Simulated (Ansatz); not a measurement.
Program: Ansatz. Geometries: PBE0-D4/def2-TZVP. ΔE: electronic, gas phase. CCSD(T)/CBS is the MP2 limit (def2-TZVPP, def2-QZVPP) plus CCSD(T) − MP2 in def2-TZVPP, frozen cores. This one scheme is used for every species. Functionals use def2-TZVPP. B3LYP here is the variant with VWN-RPA as its local correlation; programs differ in this. Elements past krypton have def2 core potentials. For Sn outer-core shells are correlated without core-valence functions, which leaves a few kJ/mol of doubt a bond. One conformer a species, not always the lowest.

Reaction (formal exchange of groups at the Sn–Cl bond): `[CH3][SnH2][Cl]` + `COC=N` → `[CH3][SnH2][O]C=N` + `CCl`

| level | ΔE (eV) |
| --- | --- |
| ωB97M-V | 0.68 |
| B3LYP | 0.69 |

**Question.** What does CCSD(T)/CBS give? (Estimate.)

**Answer.** Computed: +0.60 eV. The listed levels differ from it by 0.08, 0.09 eV.

Largest T1 diagnostic among the species: 0.014.

The D4 term adds −0.04 eV with B3LYP and −0.02 eV with PBE0; it sums over pairs of atoms, weighted by their polarisabilities, and B3LYP, whose exchange is more repulsive, gets the larger term. From PBE to PBE0 (25 % exact exchange), in def2-TZVPP and without D4, ΔE moves by +0.07 eV. In def2-TZVPP, CCSD(T) changes the Hartree–Fock value by −0.23 eV (the triples alone add −0.04 eV) and MP2 by −0.23 eV.
